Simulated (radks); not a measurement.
Results of a calculation; reference values are marked as such.
These are the eigenvalues of the occupied orbitals of an atom or ion with whole-number occupations (eV). Level of theory: non-relativistic Kohn-Sham, LB94 model potential, spin-polarised, spherical densities, point nucleus (a radial shooting solver on a logarithmic mesh with Libxc functionals).

1s: -38611.99
2s: -6155.223
2p: -5836.256
3s: -1460.418
3p: -1320.929
3d: -1060.252
4s: -416.4789
4p: -364.3573
4d: -272.5223
5s: -173.6780

Which element is it, and in what charge state? The configuration may be excited. Open shells, if any, are filled with parallel spins first.

Answer. Z = 58, cerium, charge +10: Ce10+ in [Kr] 4d10 5s2. The list shows which subshells hold electrons but not how many an open one holds; the 1s level, -1419 hartree, gives Z - s = 53.3 by -(Z - s)^2/2, which with screening narrows Z to a few neighbours, and the depths of the outer levels then fix element, charge and occupations together.
